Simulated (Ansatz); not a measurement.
Geometry optimisation, Ansatz, UKS revPBE-D4/def2-SVP.

Input file:

```yaml
crystal:
  periodic: [false, false, false]
  atoms:
    - { symbol: C, position_ang: [-1.3, 0.4607, -1.2501] }
    - { symbol: Te, position_ang: [-1.6688, 0.2483, 0.8411] }
    - { symbol: Si, position_ang: [0.6264, -0.5884, 1.0968] }
    - { symbol: O, position_ang: [1.8399, 0.6385, 0.62] }
    - { symbol: H, position_ang: [-1.0855, -0.478, -1.737] }
    - { symbol: H, position_ang: [-0.5215, 1.2418, -1.4304] }
    - { symbol: H, position_ang: [-2.2492, 0.8974, -1.7253] }
    - { symbol: H, position_ang: [0.8818, -1.7673, 0.2662] }
    - { symbol: H, position_ang: [0.9001, -0.918, 2.5626] }
    - { symbol: H, position_ang: [2.66, 0.2139, 0.759] }
magnetization:
  spin_polarized: true
basis:
  gaussian: { orbitals: def2-SVP }
hamiltonian:
  xc: revpbe
  dispersion: d4
relax:
  f_tol: 0.02
  max_steps: 50
output:
  orbitals: {}
```

Command:

```bash
$ ansatz run input.yaml --threads 2 --pin off --max-ram 3072MiB --backend cpu --events-out ev --progress --plain --runs-dir out
```

Question: Where does it end, and by what steps?

Answer: The forces met the threshold. The force dipped under the threshold on the way, but the program's further checks kept it going. After 16 steps the energy has fallen by 0.341 eV; H10 moved furthest, 0.69 Å.

```csv
step,energy less start (eV),largest force component (eV/Å),accepted
0,0.0000,3.537,yes
1,-0.1463,1.706,yes
2,-0.1918,1.582,yes
3,-0.3013,1.034,yes
4,-0.3274,0.148,yes
5,-0.3319,0.124,yes
6,-0.3353,0.262,yes
7,-0.3371,0.065,yes
8,-0.3389,0.055,yes
9,-0.3391,0.114,yes
10,-0.3392,0.069,yes
11,-0.3399,0.043,yes
12,-0.3404,0.009,yes
13,-0.3404,0.034,yes
14,-0.3405,0.034,yes
15,-0.3406,0.023,yes
16,-0.3406,0.018,yes
```

```xyz
10
Properties=species:S:1:pos:R:3
C -1.242 0.510 -1.274
Te -1.724 0.005 0.810
Si 0.663 -0.625 1.232
O 1.649 0.645 0.695
H -1.164 -0.412 -1.878
H -0.289 1.069 -1.265
H -2.058 1.152 -1.652
H 1.070 -1.875 0.486
H 0.789 -0.864 2.712
H 2.389 0.344 0.138
```

Whether the end is a true minimum wasn't checked by a vibrational analysis.

Run time: 60 s on 2 threads of Arm Neoverse V1, on a shared host, peak memory 0.18 GiB.
